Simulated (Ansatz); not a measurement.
SbH₂I was relaxed with r2SCAN-D4 (def2-TZVP) in Ansatz in these states: charge +1 doublet, neutral singlet. The geometries follow in no particular order.

In the def2 sets I, Sb take a core potential; there is no spin–orbit coupling.

A:

Cartesian coordinates in Å:
```
Sb -0.3119 0.1550 -0.5672
H 0.8074 -1.0364 -1.0161
H -1.4777 -0.6786 0.3384
I 0.9822 1.5600 1.2449
```

B:

```xyz
4

Sb    0.433    0.718    0.227
H     0.521    0.275   -1.425
H    -1.267    0.874    0.088
I     0.314   -1.867    1.111
```

Judge from the bond lengths which geometry belongs to which state (an estimate).

A is the charge +1 doublet (Sb1–I4 2.633 Å, Sb1–H3 1.695 Å, Sb1–H2 1.695 Å); B is the neutral singlet (Sb1–I4 2.735 Å, Sb1–H3 1.713 Å, Sb1–H2 1.713 Å).
